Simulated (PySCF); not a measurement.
Correlation energy of N (nitrogen, neutral)

[He] 2s1 2p4, high-spin 4P determinant (an excited configuration). All numbers are calculated (PySCF 2.14, no relativity, point nucleus, in def2-TZVPPD (6s3p3d1f, 37 functions)). Frozen: 1s2; 5 electrons correlated.

MP2 pair energies summed by pair of shells (mhartree):

```tsv
pair	energy	share (%)
2p-2p	-77.02	84.5
2s-2p	-14.16	15.5
```

Total MP2 correlation energy: -91.18 mhartree.

Same-spin part -28.51 and opposite-spin part -62.67 mhartree; SCS-MP2 scales them by 1/3 and 6/5 to -84.71 mhartree.
